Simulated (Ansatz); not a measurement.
Total energies of `[CH3][GeH2][S]S`.

```xyz
10

C     1.021    0.353   -0.808
Ge    0.138   -1.090    0.152
S    -2.019   -0.575    0.485
S    -1.796    1.120    1.634
H     2.076    0.113   -0.954
H     0.551    0.499   -1.781
H     0.948    1.274   -0.230
H     0.785   -1.333    1.525
H     0.096   -2.394   -0.667
H    -1.801    2.033    0.644
```

The species carries charge 0 and has multiplicity 1. Correlated methods include outer-core shells of Ge, which these sets cover unevenly. Scalar relativity is left out up to krypton. All single points use the PBE0-D4/def2-TZVP geometry. It is one conformer, not always the lowest. Basis def2-TZVPP, the Gaussian-basis code of Ansatz.

RPA on PBE orbitals: Hartree–Fock energy of these orbitals -2911.79179 Eh, correlation -1.32940 Eh (frozen core).

| functional | energy without D4 (Eh) | D4 term (kJ/mol) |
| --- | --- | --- |
| LDA (SPW92) | -2908.86810 | – |
| PBE | -2914.45404 | -25.4 |
| revPBE | -2914.85573 | -67.0 |
| BLYP | -2915.19068 | -54.3 |
| r2SCAN | -2915.08501 | -6.1 |
| B97M-V | -2914.58644 | – |
| PBE0 | -2914.58344 | -21.8 |
| B3LYP | -2915.25934 | -41.3 |
| r2SCANh | -2915.07206 | -6.6 |
| r2SCAN0 | -2915.05414 | -7.4 |
| HSE06 (plane-wave form) | -2914.56644 | -20.5 |
| BHLYP | -2915.11861 | -34.9 |
| CAM-B3LYP | -2915.28626 | -22.5 |
| LC-ωPBE | -2914.64954 | – |
| ωB97X-V | -2914.85167 | – |
| ωB97M-V | -2914.97998 | – |
| B2PLYP | -2914.50756 | – |
| PBE-QIDH | -2914.08041 | – |

B3LYP takes the VWN-RPA correlation (the form of Gaussian; ORCA's B3LYP/G). HSE06 is the plane-wave form, built on full-range PBE exchange. The double hybrids freeze the cores in their second-order part.

LC-ωPBE has ω = 0.4 bohr⁻¹.
